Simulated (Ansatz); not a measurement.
Geometry optimisation of C$_{2}$Cl$_{2}$N$_{2}$O$_{2}$Si (`O=C=N[Si](Cl)(Cl)N=C=O`).

```yaml
crystal:
  periodic: [false, false, false]
  atoms:
    - {symbol: O, position_ang: [-1.615273, 0.468117, -3.412776]}
    - {symbol: C, position_ang: [-1.130259, 0.385749, -2.343752]}
    - {symbol: N, position_ang: [-0.627172, 0.260068, -1.246442]}
    - {symbol: Si, position_ang: [0.022172, 0.585975, 0.293070]}
    - {symbol: Cl, position_ang: [1.574703, 1.923053, 0.122552]}
    - {symbol: Cl, position_ang: [-1.435641, 1.379382, 1.505725]}
    - {symbol: N, position_ang: [0.592308, -0.873034, 0.960418]}
    - {symbol: C, position_ang: [1.108424, -1.681148, 1.704708]}
    - {symbol: O, position_ang: [1.599238, -2.494462, 2.399297]}
basis:
  gaussian: {orbitals: def2-TZVP}
hamiltonian: {xc: pbe0, dispersion: d4}
relax: {f_tol: 0.005, max_steps: 150}
```

```sh
$ ansatz run in.yaml --threads 4 --pin off --events-out ev --progress --plain --max-ram 11315MiB
```

It prints (some lines left out):

```
Functional definition: PBE0
mean field -42059.30277450 eV, -1545.6508681437 hartree, gradient 7.4e-5 eV, S^2 0.000000; 0 other end points of the search recorded, 0 dependent functions left out
relax step   1: F+E_penalty+E_count = -42059.61171903 eV  Δ(F+E_penalty+E_count) = +0.000e0 eV  max|allowed force component| = 1.679e0 eV/Å  Δτ_max = 0.0000 Å  (30 SCF iters, accepted)
mean field -42059.40681284 eV, -1545.6546914819 hartree, gradient 2.4e-5 eV, S^2 0.000000; 0 other end points of the search recorded, 0 dependent functions left out
relax step   2: F+E_penalty+E_count = -42059.72002294 eV  Δ(F+E_penalty+E_count) = -1.083e-1 eV  max|allowed force component| = 3.794e-1 eV/Å  Δτ_max = 0.0486 Å  (33 SCF iters, accepted)
mean field -42059.41070190 eV, -1545.6548344022 hartree, gradient 1.9e-5 eV, S^2 0.000000; 0 other end points of the search recorded, 0 dependent functions left out
relax step   3: F+E_penalty+E_count = -42059.72447591 eV  Δ(F+E_penalty+E_count) = -4.453e-3 eV  max|allowed force component| = 1.248e-1 eV/Å  Δτ_max = 0.0102 Å  (35 SCF iters, accepted)
mean field -42059.41121975 eV, -1545.6548534331 hartree, gradient 1.9e-5 eV, S^2 0.000000; 0 other end points of the search recorded, 0 dependent functions left out
relax step   4: F+E_penalty+E_count = -42059.72514586 eV  Δ(F+E_penalty+E_count) = -6.699e-4 eV  max|allowed force component| = 4.168e-2 eV/Å  Δτ_max = 0.0070 Å  (34 SCF iters, accepted)
mean field -42059.41147036 eV, -1545.6548626426 hartree, gradient 2.0e-5 eV, S^2 0.000000; 0 other end points of the search recorded, 0 dependent functions left out
relax step   5: F+E_penalty+E_count = -42059.72549645 eV  Δ(F+E_penalty+E_count) = -3.506e-4 eV  max|allowed force component| = 4.587e-2 eV/Å  Δτ_max = 0.0099 Å  (33 SCF iters, accepted)
mean field -42059.41345636 eV, -1545.6549356270 hartree, gradient 2.2e-5 eV, S^2 0.000000; 0 other end points of the search recorded, 0 dependent functions left out
relax step   6: F+E_penalty+E_count = -42059.72818956 eV  Δ(F+E_penalty+E_count) = -2.693e-3 eV  max|allowed force component| = 1.371e-1 eV/Å  Δτ_max = 0.0955 Å  (32 SCF iters, accepted)
mean field -42059.41377986 eV, -1545.6549475154 hartree, gradient 9.8e-6 eV, S^2 0.000000; 0 other end points of the search recorded, 0 dependent functions left out
relax step   7: F+E_penalty+E_count = -42059.72900082 eV  Δ(F+E_penalty+E_count) = -8.113e-4 eV  max|allowed force component| = 2.208e-1 eV/Å  Δτ_max = 0.0647 Å  (32 SCF iters, accepted)
mean field -42059.41504262 eV, -1545.6549939209 hartree, gradient 2.3e-5 eV, S^2 0.000000; 0 other end points of the search recorded, 0 dependent functions left out
relax step   8: F+E_penalty+E_count = -42059.73072765 eV  Δ(F+E_penalty+E_count) = -1.727e-3 eV  max|allowed force component| = 1.081e-2 eV/Å  Δτ_max = 0.0419 Å  (33 SCF iters, accepted)
mean field -42059.41532568 eV, -1545.6550043229 hartree, gradient 2.2e-5 eV, S^2 0.000000; 0 other end points of the search recorded, 0 dependent functions left out
relax step   9: F+E_penalty+E_count = -42059.73120437 eV  Δ(F+E_penalty+E_count) = -4.767e-4 eV  max|allowed force component| = 3.300e-3 eV/Å  Δτ_max = 0.0334 Å  (33 SCF iters, accepted)
mean field -42059.39952209 eV, -1545.6544235520 hartree, gradient 1.7e-5 eV, S^2 0.000000; 0 other end points of the search recorded, 0 dependent functions left out
relax step  10: F+E_penalty+E_count = -42059.71593912 eV  Δ(F+E_penalty+E_count) = +1.527e-2 eV  max|allowed force component| = 7.525e-1 eV/Å  Δτ_max = 0.1654 Å  (39 SCF iters, rejected (line search))
mean field -42059.41534403 eV, -1545.6550049976 hartree, gradient 1.9e-5 eV, S^2 0.000000; 0 other end points of the search recorded, 0 dependent functions left out
relax step  11: F+E_penalty+E_count = -42059.73136816 eV  Δ(F+E_penalty+E_count) = -1.638e-4 eV  max|allowed force component| = 1.167e-2 eV/Å  Δτ_max = 0.0205 Å  (33 SCF iters, accepted)
mean field -42059.41387517 eV, -1545.6549510180 hartree, gradient 1.5e-5 eV, S^2 0.000000; 0 other end points of the search recorded, 0 dependent functions left out
relax step  12: F+E_penalty+E_count = -42059.73029272 eV  Δ(F+E_penalty+E_count) = +1.075e-3 eV  max|allowed force component| = 1.882e-1 eV/Å  Δτ_max = 0.0774 Å  (32 SCF iters, rejected (line search))
mean field -42059.41538239 eV, -1545.6550064072 hartree, gradient 1.7e-5 eV, S^2 0.000000; 0 other end points of the search recorded, 0 dependent functions left out
relax step  13: F+E_penalty+E_count = -42059.73139171 eV  Δ(F+E_penalty+E_count) = -2.356e-5 eV  max|allowed force component| = 8.790e-3 eV/Å  Δτ_max = 0.0017 Å  (35 SCF iters, accepted)
mean field -42059.41545972 eV, -1545.6550092491 hartree, gradient 1.9e-5 eV, S^2 0.000000; 0 other end points of the search recorded, 0 dependent functions left out
relax step  14: F+E_penalty+E_count = -42059.73153453 eV  Δ(F+E_penalty+E_count) = -1.428e-4 eV  max|allowed force component| = 1.533e-3 eV/Å  Δτ_max = 0.0159 Å  (34 SCF iters, accepted)
mean field -42059.41542378 eV, -1545.6550079283 hartree, gradient 2.2e-5 eV, S^2 0.000000; 0 other end points of the search recorded, 0 dependent functions left out
relax step  15: F+E_penalty+E_count = -42059.73160737 eV  Δ(F+E_penalty+E_count) = -7.283e-5 eV  max|allowed force component| = 4.760e-2 eV/Å  Δτ_max = 0.0333 Å  (32 SCF iters, accepted)
mean field -42059.41543546 eV, -1545.6550083573 hartree, gradient 1.7e-5 eV, S^2 0.000000; 0 other end points of the search recorded, 0 dependent functions left out
relax step  16: F+E_penalty+E_count = -42059.73164053 eV  Δ(F+E_penalty+E_count) = -3.317e-5 eV  max|allowed force component| = 1.423e-2 eV/Å  Δτ_max = 0.0028 Å  (35 SCF iters, accepted)
mean field -42059.41548337 eV, -1545.6550101180 hartree, gradient 1.7e-5 eV, S^2 0.000000; 0 other end points of the search recorded, 0 dependent functions left out
relax step  17: F+E_penalty+E_count = -42059.73166317 eV  Δ(F+E_penalty+E_count) = -2.264e-5 eV  max|allowed force component| = 1.118e-3 eV/Å  Δτ_max = 0.0051 Å  (34 SCF iters, accepted)
mean field -42059.41551984 eV, -1545.6550114584 hartree, gradient 1.7e-5 eV, S^2 0.000000; 0 other end points of the search recorded, 0 dependent functions left out
relax step  18: F+E_penalty+E_count = -42059.73167286 eV  Δ(F+E_penalty+E_count) = -9.690e-6 eV  max|allowed force component| = 4.627e-3 eV/Å  Δτ_max = 0.0077 Å  (33 SCF iters, accepted)
mean field -42059.41551984 eV, -1545.6550114584 hartree, gradient 1.7e-5 eV, S^2 0.000000; 1 other end points of the search recorded, 0 dependent functions left out
Total energy: -42059.73170497 eV, -1545.6666310476 hartree
Atom 0 at    -1.642595     0.706645    -3.324146 Å, force    -0.002321     0.000797    -0.002257 eV/Å
Atom 1 at    -1.136320     0.453667    -2.313656 Å, force     0.003704    -0.001561     0.003587 eV/Å
Atom 2 at    -0.609764     0.135026    -1.284139 Å, force    -0.000518    -0.000104     0.000273 eV/Å
Atom 3 at     0.028193     0.476120     0.233691 Å, force    -0.000402     0.001409     0.001153 eV/Å
Atom 4 at     1.553403     1.799237     0.066099 Å, force     0.000290    -0.000413    -0.000394 eV/Å
Atom 5 at    -1.404638     1.265479     1.428995 Å, force     0.000205    -0.001005    -0.000661 eV/Å
Atom 6 at     0.587709    -0.971000     0.881728 Å, force    -0.000373    -0.000206     0.000422 eV/Å
Atom 7 at     1.108324    -1.619462     1.746115 Å, force    -0.000924     0.002652    -0.004627 eV/Å
Atom 8 at     1.604188    -2.292013     2.548114 Å, force     0.000340    -0.001569     0.002505 eV/Å
Dipole moment:     0.001545     0.049351     0.024327 e Å
```

Run time 2.5 min (4 threads of an Arm Neoverse V2 on a shared host); peak host memory 1.2 GiB.
